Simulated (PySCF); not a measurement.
Species: 1,1,1,3,3-pentafluoropropane, C₃H₃F₅.
SMILES with atom numbers: `[F:1][CH:2]([F:3])[CH2:4][C:5]([F:6])([F:7])[F:8]` (hydrogens: H9 on C2; H10, H11 on C4)

Jobs on this species (11 atoms, 66 electrons) with PySCF (density fitting). Hardware of each: one thread of an Arm Neoverse N1 (shared host). Times come from a shared host and carry two figures at best. Peak memory is the resident size of the whole Python process, interpreter and libraries included.

```json
{"level and settings": "BHandHLYP/pcSseg-1", "work": "shieldings", "basis functions": "151", "SCF cycles": "?", "wall time": "?", "peak memory": "?"}
{"level and settings": "PBE0/IGLO-III", "work": "shieldings, charges and field gradients", "basis functions": "310", "SCF cycles": "12", "wall time": "65 s", "peak memory": "1.2 GiB"}
{"level and settings": "PBE0/cc-pVDZ", "work": "shieldings, charges and field gradients", "basis functions": "127", "SCF cycles": "12", "wall time": "18 s", "peak memory": "0.71 GiB"}
{"level and settings": "PBE0/pcSseg-0", "work": "shieldings, charges and field gradients", "basis functions": "78", "SCF cycles": "11", "wall time": "8.9 s", "peak memory": "0.49 GiB"}
{"level and settings": "PBE0/aug-cc-pVDZ", "work": "shieldings, charges and field gradients", "basis functions": "211", "SCF cycles": "12", "wall time": "39 s", "peak memory": "0.96 GiB"}
{"level and settings": "PBE0/STO-3G", "work": "shieldings, charges and field gradients", "basis functions": "43", "SCF cycles": "11", "wall time": "5.8 s", "peak memory": "0.49 GiB"}
{"level and settings": "KT2/pcSseg-1", "work": "shieldings", "basis functions": "151", "SCF cycles": "14", "wall time": "29 s", "peak memory": "0.80 GiB"}
{"level and settings": "PBE0/cc-pVTZ", "work": "shieldings, charges and field gradients", "basis functions": "282", "SCF cycles": "12", "wall time": "60 s", "peak memory": "0.99 GiB"}
{"level and settings": "LC-wPBE/pcSseg-1", "work": "shieldings", "basis functions": "151", "SCF cycles": "12", "wall time": "34 s", "peak memory": "0.83 GiB"}
```

**Question.** Fill in the missing figures.

**Answer.** 
- BHandHLYP/pcSseg-1; shieldings: 20 s, 0.87 GiB, 12 SCF cycles

**Question.** What do all jobs in the table cost together?

**Answer.** About 4.7 min; the longest takes about 23 % of that, and about 11 times as long as the shortest.
